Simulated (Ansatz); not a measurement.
`O[SiH2]O[SiH2]F` + `O[SiH2]F` → `F[SiH2]O[SiH2]F` + `O[SiH2]O`  (ligand exchange at the Si–O bond)

Program: Ansatz. Geometries: PBE0-D4/def2-TZVP. ΔE: electronic, gas phase. CCSD(T)/CBS is the MP2 limit (def2-TZVPP, def2-QZVPP) plus CCSD(T) − MP2 in def2-TZVPP, frozen cores. Each species was taken in one conformer, which may not be the lowest.

| level | ΔE (kcal/mol) |
| --- | --- |
| CCSD(T)/def2-TZVPP | 0.1 |
| MP2/CBS(def2) | 0.1 |

Question: What does CCSD(T)/CBS give? (An estimate is asked.)

Answer: Ansatz gave: +0.1 kcal/mol. The listed levels differ from it by 0.0, 0.0 kcal/mol.

Question: What do rigid-rotor, harmonic-oscillator terms from PBE0-D4/def2-TZVP frequencies (298.15 K, 1 bar) make of the CCSD(T)/CBS value? (Best estimate.)

Answer: Ansatz gave: ΔZPE = +0.2 kcal/mol, ΔH = +0.1 kcal/mol, ΔS = -13 J/(mol·K), ΔG = +1.1 kcal/mol. Modes under 50 cm⁻¹ make the entropy rough.

Largest T1 diagnostic among the species: 0.012.

Leaving LDA and LC-ωPBE aside and taking each functional with its dispersion term where it has one, the values, not all of them listed here, spread over 0.3 kcal/mol, from BLYP-D4 to B97M-V.
